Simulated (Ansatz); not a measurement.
Species: SF$_{3}$, net charge -1, singlet state. 
Structure (B3LYP-D3(BJ)/def2-TZVP (Ansatz, a quantum-chemistry and plane-wave program) minimum search):
```xyz
4

F      1.7272    -0.6808     0.0370
S      0.1929     0.3241     0.0444
F     -1.4217     1.1940     0.0333
F     -0.6483    -1.0892    -0.1492
```
Charge -1, spin multiplicity 1.

Basis-set convergence of Hartree-Fock and CCSD correlation energies (hartree) with Ansatz. Cores are frozen in the correlated levels unless marked. No spin-orbit coupling. No relativistic terms.

```csv
basis,functions,E(HF),"E(corr, CCSD)"
aug-cc-pV(D+d)Z,101,-695.86713,-0.81306
aug-cc-pV(T+d)Z,193,___,___
```

**Question.** Complete the blanks.

**Answer.** 
- aug-cc-pV(T+d)Z, E(HF): -695.95771
- aug-cc-pV(T+d)Z, E(corr, CCSD): -1.00657
